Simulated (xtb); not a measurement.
Input file for xtb: GFN2-xTB on F2GaH2N (SMILES [NH2][Ga]([F])[F]), a point of a torsion scan.

```
$ xtb mol.xyz --gfn 2 --opt vtight --chrg 0 --uhf 0 --input xcontrol
6

N     -1.08490341    -0.13078339    -0.22172892
Ga     0.75290554    -0.01649248    -0.40339200
F      1.56559735    -0.93346007    -1.75320001
F      1.78805379    -0.19248643     1.24988792
H     -1.61857368     0.74143338    -0.29026554
H     -1.40695258    -0.70236539     0.60306532
$constrain
  force constant=1.0
  dihedral: 5,1,2,3,240.0
$end
```

The log:

```
[...]
           -------------------------------------------------
          |                Calculation Setup                |
           -------------------------------------------------



           -------------------------------------------------
          |                 G F N 2 - x T B                 |
           -------------------------------------------------

        Reference                      10.1021/acs.jctc.8b01176
      * Hamiltonian:
        H0-scaling (s, p, d)           1.850000    2.230000    2.230000
        zeta-weighting                 0.500000
      * Dispersion:
        s8                             2.700000
        a1                             0.520000
        a2                             5.000000
        s9                             5.000000
      * Repulsion:
        kExp                           1.500000    1.000000
        rExp                           1.000000
      * Coulomb:
        alpha                          2.000000
        third order                    shell-resolved
        anisotropic                    true
        a3                             3.000000
        a5                             4.000000
        cn-shift                       1.200000
        cn-exp                         4.000000
        max-rad                        5.000000


          ...................................................
          :                      SETUP                      :
          :.................................................:
          :  # basis functions                  24          :
          :  # atomic orbitals                  23          :
          :  # shells                           11          :
          :  # electrons                        24          :
          :  max. iterations                   250          :
          :  Hamiltonian                  GFN2-xTB          :
          :  restarted?                      false          :
          :  GBSA solvation                  false          :
          :  PC potential                    false          :
          :  electronic temp.          300.0000000     K    :
          :  accuracy                    1.0000000          :
          :  -> integral cutoff          0.2500000E+02      :
          :  -> integral neglect         0.1000000E-07      :
          :  -> SCF convergence          0.1000000E-05 Eh   :
          :  -> wf. convergence          0.1000000E-03 e    :
          :  Broyden damping             0.4000000          :
          :  net charge                          0          :
          :  unpaired electrons                  0          :
          ...................................................

 iter      E             dE          RMSdq      gap      omega  full diag
   1    -14.6109551 -0.146110E+02  0.140E+01    1.80       0.0  T
   2    -14.6818552 -0.709001E-01  0.123E+01    2.73       1.0  T
   3    -14.7368894 -0.550342E-01  0.827E+00    2.60       1.0  T
   4    -14.6876970  0.491924E-01  0.600E+00    1.67       1.0  T
   5    -14.7368753 -0.491784E-01  0.836E-01    2.51       1.0  T
   6    -14.7375290 -0.653618E-03  0.702E-01    2.47       1.0  T
   7    -14.7377872 -0.258273E-03  0.292E-01    2.43       1.0  T
   8    -14.7378664 -0.792134E-04  0.170E-01    2.42       1.0  T
   9    -14.7378944 -0.279500E-04  0.755E-02    2.40       1.0  T
  10    -14.7379003 -0.593014E-05  0.286E-02    2.39       1.4  T
  11    -14.7379009 -0.632161E-06  0.116E-02    2.39       3.5  T
  12    -14.7379011 -0.129323E-06  0.493E-03    2.39       8.3  T
  13    -14.7379011 -0.314366E-07  0.724E-05    2.39     563.8  T
  14    -14.7379011  0.174083E-10  0.130E-04    2.39     313.7  T

   *** convergence criteria satisfied after 14 iterations ***

         #    Occupation            Energy/Eh            Energy/eV
      -------------------------------------------------------------
         1        2.0000           -0.8101893             -22.0464
       ...           ...                  ...                  ...
         6        2.0000           -0.5091672             -13.8551
         7        2.0000           -0.5043557             -13.7242
         8        2.0000           -0.5020845             -13.6624
         9        2.0000           -0.4937595             -13.4359
        10        2.0000           -0.4877348             -13.2719
        11        2.0000           -0.4840605             -13.1720
        12        2.0000           -0.4584523             -12.4751 (HOMO)
        13                         -0.3706607             -10.0862 (LUMO)
        14                         -0.1162256              -3.1627
        15                         -0.0779420              -2.1209
        16                         -0.0439539              -1.1960
        17                         -0.0013767              -0.0375
       ...                                ...                  ...
        23                          0.8830169              24.0281
      -------------------
[...]
  0.0053245               0.1449
        17                          0.0237758               0.6470
       ...                                ...                  ...
        23                          1.0320448              28.0834
      -------------------------------------------------------------
                  HL-Gap            0.1251001 Eh            3.4041 eV
             Fermi-level           -0.3997998 Eh          -10.8791 eV

 SCC (total)                   0 d,  0 h,  0 min,  0.004 sec
 SCC setup                      ...        0 min,  0.000 sec (  1.786%)
 Dispersion                     ...        0 min,  0.000 sec (  0.522%)
 classical contributions        ...        0 min,  0.000 sec (  0.196%)
 integral evaluation            ...        0 min,  0.001 sec ( 27.872%)
 iterations                     ...        0 min,  0.001 sec ( 19.646%)
 molecular gradient             ...        0 min,  0.002 sec ( 46.802%)
 printout                       ...        0 min,  0.000 sec (  2.867%)

         :::::::::::::::::::::::::::::::::::::::::::::::::::::
         ::                     SUMMARY                     ::
         :::::::::::::::::::::::::::::::::::::::::::::::::::::
         :: total energy             -14.715824742968 Eh    ::
         :: gradient norm              0.000096381226 Eh/a0 ::
         :: HOMO-LUMO gap              3.404146912442 eV    ::
         ::.................................................::
         :: SCC energy               -14.763484993046 Eh    ::
         :: -> isotropic ES            0.058124158122 Eh    ::
         :: -> anisotropic ES          0.000049051150 Eh    ::
         :: -> anisotropic XC          0.002221391473 Eh    ::
         :: -> dispersion             -0.002096762574 Eh    ::
         :: repulsion energy           0.047660231105 Eh    ::
         :: add. restraining           0.000000018974 Eh    ::
         :: total charge               0.000000000000 e     ::
         :::::::::::::::::::::::::::::::::::::::::::::::::::::

           -------------------------------------------------
          |                Property Printout                |
           -------------------------------------------------

    * Orbital Energies and Occupations

         #    Occupation            Energy/Eh            Energy/eV
      -------------------------------------------------------------
         1        2.0000           -0.8206617             -22.3313
         2        2.0000           -0.8169566             -22.2305
         3        2.0000           -0.6584313             -17.9168
         4        2.0000           -0.5970709             -16.2471
         5        2.0000           -0.5644872             -15.3605
         6        2.0000           -0.5193810             -14.1331
         7        2.0000           -0.5144470             -13.9988
         8        2.0000           -0.5120726             -13.9342
         9        2.0000           -0.5095101             -13.8645
        10        2.0000           -0.5056492             -13.7594
        11        2.0000           -0.5002206             -13.6117
        12        2.0000           -0.4623499             -12.5812 (HOMO)
        13                         -0.3372498              -9.1770 (LUMO)
        14                         -0.1404706              -3.8224
        15                         -0.0177913              -0.4841
        16                          0.0053245               0.1449
        17                          0.0237758               0.6470
        18                          0.0253928               0.6910
        19                          0.0520045               1.4151
        20                          0.2368255               6.4443
        21                          0.2695555               7.3350
        22                          0.8623634              23.4661
        23                          1.0320448              28.0834
      -------------------------------------------------------------
                  HL-Gap            0.1251001 Eh            3.4041 eV
             Fermi-level           -0.3997998 Eh          -10.8791 eV

     #   Z          covCN         q      C6AA      α(0)
     1   7 N        2.526    -0.295    27.640     7.808
     2  31 Ga       2.198     0.275   211.776    32.636
     3   9 F        0.693    -0.199    11.235     3.957
     4   9 F        0.693    -0.222    11.481     4.000
     5   1 H        0.863     0.220     1.008     1.572
Note: The following floating-point exceptions are signalling: IEEE_DENORMAL
normal termination of xtb
     6   1 H        0.863     0.220     1.007     1.572

 Mol. C6AA /au·bohr⁶  :        771.256167
 Mol. C8AA /au·bohr⁸  :      43812.851397
 Mol. α(0) /au        :         51.545693


Wiberg/Mayer (AO) data.
largest (>0.10) Wiberg bond orders for each atom

 ---------------------------------------------------------------------------
     #   Z sym  total        # sym  WBO       # sym  WBO       # sym  WBO
 ---------------------------------------------------------------------------
     1   7 N    3.229 --     2 Ga   1.143     6 H    0.901     5 H    0.901
                             4 F    0.147     3 F    0.136
     2  31 Ga   3.514 --     3 F    1.159     1 N    1.143     4 F    1.116
     3   9 F    1.365 --     2 Ga   1.159     1 N    0.136
     4   9 F    1.330 --     2 Ga   1.116     1 N    0.147
     5   1 H    0.951 --     1 N    0.901
     6   1 H    0.951 --     1 N    0.901
 ---------------------------------------------------------------------------

Topologies differ in total number of bonds
Writing topology from bond orders to xtbtopo.mol

molecular dipole:
                 x           y           z       tot (Debye)
 q only:       -1.557       0.265       0.341
   full:       -1.493       0.343       0.578       4.161
molecular quadrupole (traceless):
                xx          xy          yy          xz          yz          zz
 q only:       -0.562       0.815       2.724      -0.850      -1.923      -2.162
  q+dip:       -0.847       0.529       3.669      -2.016      -2.515      -2.821
   full:       -2.739       0.916       6.696      -2.408      -3.971      -3.957

           -------------------------------------------------
          |                Geometry Summary                 |
           -------------------------------------------------

      molecular mass/u    :      123.7424571
   center of mass at/Å    :        0.7652001      -0.3313008      -0.2978000
  moments of inertia/u·Å² :        0.8128853E+02   0.9504199E+02   0.1736463E+03
rotational constants/cm⁻¹ :        0.2073802E+00   0.1773704E+00   0.9708026E-01

 * 5 selected distances

     #   Z          #   Z                                           value/Å
     1   7 N        2  31 Ga                                      1.8563513 (max)
     2  31 Ga       3   9 F                                       1.7319088
     2  31 Ga       4   9 F                                       1.7520972
     1   7 N        5   1 H                                       1.0191197 (min)
     1   7 N        6   1 H                                       1.0191243

 * 3 distinct bonds (by element types)

   Z      Z             #   av. dist./Å        max./Å        min./Å
   1 H    7 N           2     1.0191220     1.0191243     1.0191197
   7 N   31 Ga          1     1.8563513     1.8563513     1.8563513
   9 F   31 Ga          2     1.7420030     1.7520972     1.7319088


optimized geometry written to: xtbopt.xyz


           -------------------------------------------------
          | TOTAL ENERGY              -14.715824742968 Eh   |
          | GRADIENT NORM               0.000096381226 Eh/α |
          | HOMO-LUMO GAP               3.404146912442 eV   |
           -------------------------------------------------

------------------------------------------------------------------------
------------------------------------------------------------------------
 total:
 SCF:
 ANC optimizer:
```

The run finished.

Warnings raised: the energy holds the restraint's term.

Cost: roughly 0.12 core-seconds.
